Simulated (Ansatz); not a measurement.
Born–Oppenheimer molecular dynamics of AlFH$_{4}$OSi (8 atoms, charge 0, multiplicity 1). It starts at the highest image of a converged band. Of that band: Neighbouring images differ by up to 1.5 eV, so the band resolves the path poorly. A vibrational analysis at the climbing image gives one clearly imaginary mode, 1247i cm⁻¹: a first-order saddle point.

The calculation used RKS PBE0-D4/6-31G* in Ansatz 0.2.0.

```yaml
ensemble: NVE (velocity Verlet)
time_step: 0.5 fs
steps_asked: 200
starting_velocities_drawn_for: 300 K
seed: 10963
```

First frame:

```xyz
8
Properties=species:S:1:pos:R:3
Al -0.103 0.126 0.725
H 1.549 0.606 0.945
F 1.539 -0.031 -0.113
O -1.348 -0.652 -0.128
Si -2.679 -1.340 -0.805
H -3.026 -2.603 -0.096
H -3.844 -0.414 -0.720
H -2.428 -1.652 -2.240
```

Task: How far do the bonds stretch over the last three quarters of this one trajectory? (Pairs bonded in most of those frames.)

Result: 
```csv
bond,mean (Å),spread (Å),shortest,longest
Al1–O4,1.743,0.051,1.66,1.83
H2–F3,0.937,0.026,0.89,0.99
O4–Si5,1.651,0.024,1.60,1.69
Si5–H6,1.495,0.026,1.46,1.54
Si5–H7,1.499,0.036,1.44,1.55
Si5–H8,1.492,0.019,1.46,1.52
```

Pairs bonded in part of these frames only: Al1–F3 15 %.

Mean temperature of the second half: 751 K. The conserved energy stayed within 0.14 meV per atom of its start (net change -0.014 meV per atom), so the integration is sound. The kinetic energy rose, since the run started high on the potential surface and went downhill. It ends in pieces (AlH3OSi + FH), so much of that is their flight and rotation, not heat. A run of 0.1 ps of so small a system gives no equilibrium averages. The orbitals stay closed-shell, which can raise the energy where a bond breaks towards radicals; this wasn't checked here.

Time of the run: 3.8 min on 1 thread of AMD EPYC 9R45 96-Core Processor (Zen 5), on a shared host, peak memory 0.18 GiB.
